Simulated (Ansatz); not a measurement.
The cluster Ge₂H₂. Charge 0, multiplicity 5. Geometry r2SCAN-D4/def2-TZVP; atoms count from 1.

```csv
atom,x (Å),y (Å),z (Å)
Ge1,1.263,0.227,-0.482
Ge2,-1.262,-0.226,0.482
H3,-0.406,0.813,-0.682
H4,0.406,-0.813,0.682
```

At PBE0-D4/def2-TZVP a singlet of charge 0 lies 4.10 eV below the quintet, each at its own geometry. The structure comes from a short search, and lower isomers may exist.

Problem. Estimate the Mulliken populations from the PBE0/def2-TZVP orbitals of Ansatz.

Solution. 
```json
{"atom": "Ge1", "charge (e)": "-0.14", "spin (α − β)": "2.02"}
{"atom": "Ge2", "charge (e)": "-0.14", "spin (α − β)": "2.02"}
{"atom": "H3", "charge (e)": "0.14", "spin (α − β)": "-0.02"}
{"atom": "H4", "charge (e)": "0.14", "spin (α − β)": "-0.02"}
```
Mulliken values and Mayer orders depend strongly on the basis.

Problem. Where does the spin sit?

Solution. Summed by element: Ge 4.03, H -0.03, of 4 unpaired in all. Largest on single atoms: Ge1 2.02, Ge2 2.02, H3 -0.02.

Problem. And the Mayer bond orders between bonded heavy atoms (over 0.3)?

Solution. Ge1–Ge2 0.73 (2.74 Å).
